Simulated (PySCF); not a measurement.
Cu(H) cation (CuH), SMILES [CuH] (connectivity only; charge and spin as stated), charge +1, multiplicity 2.

Coordinates come from a PBE-D3(BJ)/def2-TZVPD optimisation. The multiplicity is an assumed one; other spin states were not compared.

These are PBE-D3(BJ)/def2-TZVPD run with PySCF values and carry that method's errors.

Frequencies are harmonic and unscaled.

| mode | ν (cm⁻¹) | IR (km/mol) | moving atoms (share of kinetic energy) |
|---|---|---|---|
| 1 | 1653 | 123.7 | H 98 % |
